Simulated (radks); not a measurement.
Effect of the nuclear size on the tantalum ion Ta6+, [Xe] 4f13. All-electron calculation, Dirac Kohn-Sham, relativistic LDA (MacDonald-Vosko exchange, VWN5 correlation), spin-unpolarised, spherical densities, finite nucleus; open shells fill j = l - 1/2 first; Fermi nuclear charge, rms radius 5.3507 fm. Program: a radial shooting solver on a logarithmic mesh with Libxc functionals. The rms radius is varied about that value; shifts are against it.

rms radius (fm)  total energy shift (eV)  density at nucleus (e/bohr^3)  1s1/2 shift (meV)  2s1/2 shift (meV)  5s1/2 shift (meV)  5p1/2 shift (meV)  4f7/2 shift (meV)  6s1/2 (empty) shift (meV)
4.5213                             -15.2                      1.369e+06              -6130               -857              -8.47              0.248               1.27                      -2.12
4.8424                             -9.52                      1.338e+06              -3840               -536              -5.30              0.155              0.798                      -1.33
5.3507                                 0                      1.294e+06              0.000              0.000              0.000              0.000              0.000                      0.000
5.5808                              4.52                      1.276e+06               1820                254               2.52             -0.074             -0.379                      0.631
6.2657                              18.7                      1.227e+06               7540               1050               10.4             -0.304              -1.57                       2.61

Slopes of the eigenvalues against <r^2> in GHz/fm^2, as finite differences over the two radii next to the reference (eigenvalue slopes, not the field-shift constants of lines): 1s1/2 178000, 2s1/2 24800, 5s1/2 246, 5p1/2 -7.19, 4f7/2 -37.0, 6s1/2 (empty) 61.6.
